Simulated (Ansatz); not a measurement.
`Cl[SiH2]Br` and `B[SiH2]Br` differ in one atom or group.

Ansatz, PBE0-D4/def2-TZVP geometries, multiplicity 1. 

Scalar relativity is left out up to krypton. Spin–orbit coupling is left out; it splits and shifts lone-pair levels of the heavy atoms by tenths of an eV.

```csv
property,`Cl[SiH2]Br`
HOMO energy (ωB97M-V/def2-TZVPP) / eV,-10.91
zero-point energy (PBE0-D4/def2-TZVP) / kJ/mol,52.4
HOMO–LUMO gap (B3LYP/def2-TZVPP) / eV,7.89
LUMO energy (PBE/def2-TZVPP) / eV,-1.24
HOMO–LUMO gap (PBE0/def2-TZVPP) / eV,8.38
LUMO energy (PBE0/def2-TZVPP) / eV,-0.33
```

What does the change do to each property? (An estimate is asked.)

Computed: 
| property | `B[SiH2]Br` | shift |
| --- | --- | --- |
| HOMO energy (ωB97M-V/def2-TZVPP) / eV | -10.20 | 0.71 |
| zero-point energy (PBE0-D4/def2-TZVP) / kJ/mol | 98.4 | 46.0 |
| HOMO–LUMO gap (B3LYP/def2-TZVPP) / eV | 4.80 | -3.09 |
| LUMO energy (PBE/def2-TZVPP) / eV | -3.81 | -2.57 |
| HOMO–LUMO gap (PBE0/def2-TZVPP) / eV | 5.24 | -3.14 |
| LUMO energy (PBE0/def2-TZVPP) / eV | -2.80 | -2.47 |

With PBE0 the HOMO rises by 0.66 eV and the LUMO falls by 2.47 eV, so the gap narrows by about 3.13 eV. PBE moves the HOMO by 0.60 eV and ωB97M-V by 0.71 eV. The zero-point energy changes by 46.0 kJ/mol with +6 modes.

B3LYP here is the variant with VWN-RPA as its local correlation; programs differ in this.
